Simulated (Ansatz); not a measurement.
Input file for Ansatz (a program for electronic structure): R-r2SCAN/def2-TZVPP on GeH4O (SMILES [OH][GeH3]), a point of a torsion scan.

Ansatz 0.2 input:
```yaml
crystal:
  periodic: [false, false, false]
  atoms:
    - {symbol: O, position_ang: [1.16733086, -0.43334831, -0.40013807]}
    - {symbol: Ge, position_ang: [-0.45030445, 0.01876352, 0.03578266]}
    - {symbol: H, position_ang: [1.89279886, 0.04644989, -0.00730306]}
    - {symbol: H, position_ang: [-0.54451628, 1.51464032, 0.12397320]}
    - {symbol: H, position_ang: [-0.79033360, -0.59513898, 1.36316130]}
    - {symbol: H, position_ang: [-1.26362184, -0.55173837, -1.07077480]}
basis:
  gaussian:
    orbitals: def2-TZVPP
hamiltonian:
  xc: {name: r2SCAN}
scf: {lower_state_search: off}
```

Problem. What total energy does the run end on?

Solution. -2154.6233 hartree.
